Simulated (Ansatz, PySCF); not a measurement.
Gas-phase reaction (SMILES): NB(N)Br + 3 [H][H] (H2) -> B (BH3) + Br (HBr) + 2 N (NH3); energy of full hydrogenation.

Structures are relaxed separately at B3LYP-D3(BJ)/def2-TZVP in Ansatz (a quantum-chemistry and plane-wave program), one conformer each, not searched for the lowest. Valence correlation only, unless marked. No spin-orbit coupling. Frozen are the shells of the preceding noble gas and the d and f shells that filled before the atom's block. No relativistic terms. CBS(X,Y): correlation extrapolated as X^-3; Hartree-Fock from the larger set. Thermal terms are rigid-rotor harmonic-oscillator values from B3LYP-D3(BJ) frequencies (Ansatz or PySCF) at 298.15 K and 1 atm. 1 Eh = 627.5095 kcal/mol.

| species | E, CCSD(T)/CBS(aug-cc-pVTZ,aug-cc-pVQZ) (Ansatz) (Eh) | E, r2SCAN-D4/def2-TZVPD (Ansatz + dftd4) (Eh) | H - E (Eh) |
|---|---|---|---|
| NB(N)Br | -2709.41552 | -2711.01574 | 0.06479 |
| [H][H] (H2) | -1.17444 | -1.17100 | 0.01336 |
| B (BH3) | -26.54880 | -26.58581 | 0.03008 |
| Br (HBr) | -2573.28283 | -2574.74145 | 0.00927 |
| N (NH3) | -56.50411 | -56.54744 | 0.03799 |

Question: Work out ΔE and ΔH at 298.15 K at the first level, then ΔH at the second.

Answer: 
1. ΔE = [(-26.54880) + (-2573.28283) + 2×(-56.50411)] - [(-2709.41552) + 3×(-1.17444)] = 0.09899 Eh = 62.1 kcal/mol at CCSD(T)/CBS(aug-cc-pVTZ,aug-cc-pVQZ).
2. The terms H - E add up to 0.01046 Eh, so ΔH = (0.09899 + (0.01046))×627.5095 = 68.7 kcal/mol.
3. At r2SCAN-D4/def2-TZVPD the same steps give ΔE = 66.9 and ΔH = 73.5 kcal/mol, a shift of +4.8 from the first level.
4. These values are not checked against measurement here, since the tables used lack a sound gas-phase enthalpy of formation for at least one species.
